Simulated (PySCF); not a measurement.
# SbC: from constants to spectrum

PBE0 constants of SbC, ²Π (doublet), unpaired electrons π ↑, a second solution, started from another occupation (PySCF, scalar-relativistic core potentials, basis sets Sb cc-pVTZ-PP with ECP28, C cc-pVTZ; masses 120.9038 and 12.0000 u):

```
ωe              : 787.7 cm⁻¹
ωexe            : 3.03 cm⁻¹
Be              : 0.39491 cm⁻¹
αe              : 0.00226 cm⁻¹
D (centrifugal) : 3.97e-07 cm⁻¹
```

(1) Give the vibrational terms G(v) and spacings up to v = 6.

Spin–orbit coupling is left out, which matters for elements this heavy, above all for dissociation energies.

Results:

(1) G(v) = ωe(v+½) − ωexe(v+½)².

| v | G(v) (cm⁻¹) | G(v) − G(v−1) | Bv (cm⁻¹) |
| --- | --- | --- | --- |
| 0 | 393.1 |  | 0.3938 |
| 1 | 1174.7 | 781.6 | 0.3915 |
| 2 | 1950.3 | 775.6 | 0.3893 |
| 3 | 2719.8 | 769.5 | 0.3870 |
| 4 | 3483.3 | 763.5 | 0.3847 |
| 5 | 4240.7 | 757.4 | 0.3825 |
| 6 | 4992.0 | 751.3 | 0.3802 |
